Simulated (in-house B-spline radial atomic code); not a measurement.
A radial electron density 4πr²n(r) was computed for an atom or ion in its tabulated ground configuration with a B-spline radial code for spherical atoms; method: Dirac-Kohn-Sham AM05, spherical fractional occupations. Columns: r (bohr), 4πr²n(r) (electrons per bohr), bar.

```
 0.00414   0.3523 #
 0.00482   0.4677 #
 0.00561   0.6188 ##
 0.00654    0.818 ##
 0.00761    1.073 ###
 0.00886    1.403 ####
  0.0103    1.818 #####
   0.012    2.349 #######
   0.014    3.019 ########
  0.0163    3.831 ###########
   0.019    4.819 #############
  0.0221     5.97 #################
  0.0257    7.291 ####################
  0.0299    8.765 ########################
  0.0348    10.34 #############################
  0.0405    11.94 #################################
  0.0472    13.45 ######################################
  0.0549    14.69 #########################################
   0.064    15.52 ###########################################
  0.0745    15.77 ############################################
  0.0867    15.35 ###########################################
   0.101    14.25 ########################################
   0.118     12.6 ###################################
   0.137    10.78 ##############################
   0.159    9.129 #########################
   0.185     7.98 ######################
   0.216    7.618 #####################
   0.251    8.051 ######################
   0.293    8.995 #########################
   0.341     9.89 ############################
   0.397    10.21 ############################
   0.462    9.591 ###########################
   0.538    8.042 ######################
   0.626    5.927 #################
   0.729    3.761 ##########
   0.849    2.017 ######
   0.988   0.8973 ###
    1.15   0.3212 #
    1.34  0.08884 
    1.56  0.01857 
    1.82 0.002706
```

Q: Which atom or ion is it?
A. Si7+
B. Si8+
C. P7+
D. Al7+

A: A. The area under the curve, ∫4πr²n dr = ∫r·4πr²n d(ln r) on this logarithmic grid, is 7 electrons, which only this option has. The configuration is [He] 2s2 2p3.
